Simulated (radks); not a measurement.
Coulomb parameter of the 4f shell of the dysprosium ion Dy+ in the model configuration [Xe] 4f9 6s1 6p1, as a second difference U = [E(n + 0.5) + E(n - 0.5) - 2 E(n)] / (0.5)^2 with all orbitals relaxed. "Bare": the charge of the atom changes with n. "Screened": the 6p shell takes up the change at fixed total charge, which measures U(4f,4f) + U(6p,6p) - 2 U(4f,6p). All-electron calculation, scalar-relativistic Kohn-Sham, LDA (Slater exchange, Perdew-Wang correlation), spin-unpolarised, spherical densities, finite nucleus; Fermi nuclear charge, rms radius 5.2218 fm. Program: a radial shooting solver on a logarithmic mesh with Libxc functionals. Estimate both.

Answer. U(bare) = 16.628 eV, U(screened by 6p) = 9.034 eV, against the Slater integral F0(4f,4f) = 31.378 eV with frozen orbitals.
